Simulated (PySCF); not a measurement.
A structure optimised at PBE-D3(BJ)/def2-SVP, used in a PySCF frequency run:

```
C
H 1 1.1073
H 1 1.1082 2 107.72
C 1 1.5199 2 112.74 3 124.37
H 4 1.1081 1 111.76 2 178.99
H 4 1.1090 5 107.46 1 123.17
H 4 1.1119 5 107.93 6 115.47
Te 1 2.2102 2 105.81 3 -109.76
Si 8 2.5121 1 93.57 2 -57.77
H 9 1.5035 8 106.75 1 169.84
H 9 1.5064 10 108.79 8 -122.48
H 9 1.5067 10 109.81 11 -118.09
```

Task: Write its SMILES and formula.

Result: CC[Te][SiH3], C2H8SiTe

Task: What are its rotational constants (standard atomic weights)?

Result: 2.9202, 2.3238, 1.4016 GHz
